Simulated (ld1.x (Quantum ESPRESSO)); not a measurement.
**antimony, TM: configuration errors across variants**

* Element: Sb
* Generator: ld1.x (Quantum ESPRESSO) 7.5
* Type: norm-conserving Troullier–Martins (Kleinman–Bylander form)
* Functional: PBE
* Relativity: scalar-relativistic
* Frozen core: [Kr] 4d10
* Valence charge: 5
* Reference configuration: 5s2 5p3
* Partial waves: 5s (bound): rc 1.40 bohr; 5p (bound): rc 2.25 bohr; 5d channel at 0.1 Ry: rc 1.80 bohr
* Local potential: the d channel
* Core correction: Bessel-smoothed model core inside 1.00 bohr

All-electron excitation energies from the reference (eV): (1) 5s2 5p2 8.317; (2) 5s2 5p1 24.285; (3) 5s2 5p0 48.698; (4) 5s2 5p3.3 -1.159; (5) 5s1 5p3 17.049; (6) 5s0 5p5 16.431; (7) 5s2 5p2.5 3.262.

A true bound ghost makes a file unfit for plane-wave use even where its test errors are small: the radial tests pick states by their node count and pass the ghost by.

Errors AE − PS in meV (a dash: test not solved or not reliable):

| change | (1) | (2) | (3) | (4) | (5) | (6) | (7) | bound ghosts |
| --- | --- | --- | --- | --- | --- | --- | --- | --- |
| base | -6.3 | -40 | -143 | +0.1 | -42 | -113 | -1.4 | s, p |
| wave 5d channel at 0.1 Ry: rc 1.80 bohr becomes 5d channel at -0.19 Ry: rc 1.80 bohr | -6.6 | -42 | -147 | +0.1 | -42 | -114 | -1.5 | s, p, d (extra level of the local part) |
| wave 5d channel at 0.1 Ry: rc 1.80 bohr becomes 5d channel at -0.12 Ry: rc 1.80 bohr | -6.5 | -41 | -146 | +0.1 | -42 | -113 | -1.5 | s, p |
| wave 5d channel at 0.1 Ry: rc 1.80 bohr becomes 5d channel at 0.02 Ry: rc 1.80 bohr | -6.4 | -40 | -144 | +0.1 | -42 | -113 | -1.4 | s, p |
| wave 5d channel at 0.1 Ry: rc 1.80 bohr becomes 5d channel at 0.16 Ry: rc 1.80 bohr | -6.3 | -40 | -143 | +0.1 | -42 | -113 | -1.4 | s, p |
| wave 5d channel at 0.1 Ry: rc 1.80 bohr becomes 5d channel at 0.75 Ry: rc 1.80 bohr | -6.1 | -39 | -142 | +0.1 | -41 | -112 | -1.4 | s, p |
| wave 5d channel at 0.1 Ry: rc 1.80 bohr becomes 5d channel at 1.55 Ry: rc 1.80 bohr | -6.3 | -41 | -148 | +0.1 | -42 | -113 | -1.4 | s, p |
| wave 5d channel at 0.1 Ry: rc 1.80 bohr becomes 5d channel at 2.22 Ry: rc 1.80 bohr | -6.5 | -42 | -153 | +0.1 | -42 | -113 | -1.4 | s, p |
| wave 5d channel at 0.1 Ry: rc 1.80 bohr becomes 5d channel at 4.12 Ry: rc 1.80 bohr | -7.1 | -45 | -161 | +0.1 | -46 | -118 | -1.6 | s, p |
| wave 5d channel at 0.1 Ry: rc 1.80 bohr becomes 5d channel at 5.85 Ry: rc 1.80 bohr | -5.8 | -42 | -171 | +0.2 | -36 | -101 | -1.3 | s |

(1) Give the same row for: wave 5d channel at 0.1 Ry: rc 1.80 bohr becomes 5d channel at 0.38 Ry: rc 1.80 bohr.

## Answers

(1) -6.2, -39, -141, +0.1, -41, -113, -1.4; bound ghosts: s, p.
